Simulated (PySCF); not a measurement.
Species: C₆H₇F.
Geometry (GFN2-xTB, Å), atoms numbered from 1 in this order:
```xyz
14
C6H7F angstrom
F      0.1038   -2.0875    1.0198
C      0.0619   -0.8839    0.3890
C     -0.8016   -0.7064   -0.8626
C     -0.8547    0.7538   -0.4469
C      0.5061    1.1056    0.1336
C      1.3629   -0.1469    0.0608
C     -0.5295    0.4258    0.9815
H     -0.3445   -0.9602   -1.8187
H     -1.7686   -1.1947   -0.7671
H     -1.5334    1.5003   -0.8207
H      0.8606    2.1193    0.2010
H      1.8463   -0.3938   -0.8841
H      2.0813   -0.1994    0.8753
H     -0.9914    0.6676    1.9170
```

Level of theory: PySCF 2.14.0, density-fitted response routines, TDDFT PBE0/def2-SVPD, vertical, gas phase, core orbitals frozen in the response.

```
state  λ (nm)  E (eV)       f  symmetry  main configurations (H = HOMO, L = LUMO)
   S1   171.7    7.22  0.0017         –                                 H→L (91%)
   S2   165.9    7.47   0.017        A″                               H→L+1 (90%)
   S3   158.8    7.81  0.0089        A′                               H→L+2 (96%)
   S4   155.9    7.95  0.0053        A″                               H→L+3 (98%)
   S5   155.1    8.00  0.0024        A′                               H-1→L (91%)
   S6   149.2    8.31   0.015        A′                             H-1→L+1 (90%)
```

Triplets, Tamm–Dancoff:

```json
{"state": "T1", "E (eV)": "7.09", "λ (nm)": "174.9", "main configurations (H = HOMO, L = LUMO)": "H→L (79%), H→L+1 (18%)"}
{"state": "T2", "E (eV)": "7.35", "λ (nm)": "168.8", "main configurations (H = HOMO, L = LUMO)": "H→L+1 (77%), H→L (19%)"}
```

The lowest singlet lies at 7.22 eV (172 nm, vacuum ultraviolet) and is very weak; its leading configuration is HOMO→LUMO (91%). The most intense listed level is S2 at 7.47 eV (166 nm, f = 0.017), 0.25 eV above S1. Löwdin shares by element: HOMO carbon 69% or more (atoms not listed hold the other 31%); LUMO carbon 26% or more, hydrogen 23% or more (atoms not listed hold the other 51%). Orbital energies (eV): HOMO-3 -8.85, HOMO-2 -8.76, HOMO-1 -8.28, HOMO -7.50, LUMO 0.93, LUMO+1 1.16, LUMO+2 1.45. The listed states span 1.09 eV, and the widest gap between neighbours is 0.34 eV (S2 to S3). Weighted by f, the mean energy of these states is 7.84 eV. Symmetry labels in Cs follow from the direction of the transition dipole and are given only for states with f of 0.002 or more. Singlets were solved by full linear response, triplets in the Tamm–Dancoff approximation.

Rough CPU time on one thread of a shared machine: about 60 s.
